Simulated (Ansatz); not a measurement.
`O[SiH2][SiH](O)F` + `S[SiH]1C[SiH2]1` → `O[SiH2][SiH2]F` + `O[Si]1(S)C[SiH2]1`  (redistribution)

Isolated molecules relaxed with PBE0-D4/def2-TZVP in Ansatz; ΔE leaves out vibrations. CCSD(T)/CBS adds triple-zeta CCSD(T) − MP2 to the extrapolated MP2 energy (def2 sets, frozen cores). This one scheme is used for every species. Functionals use def2-TZVPP. B3LYP here is the variant with VWN-RPA as its local correlation; programs differ in this. One conformer a species, not always the lowest.

| level | ΔE (kJ/mol) |
| --- | --- |
| r2SCAN-D4 | 21.2 |
| B3LYP-D4 | 19.5 |
| ωB97X-V | 21.1 |
| PBE0 | 20.9 |
| MP2/def2-TZVPP | 20.9 |
| CCSD/def2-TZVPP | 20.8 |
| HF/def2-QZVPP | 18.1 |
| SCS-MP2/def2-QZVPP | 19.9 |

What does CCSD(T)/CBS give? (Estimate.)

The calculation gave: +21.7 kJ/mol. The listed levels differ from it by -0.5, -2.2, -0.6, -0.8, -0.8, -0.9, -3.6, -1.8 kJ/mol.

Largest T1 diagnostic among the species: 0.013.
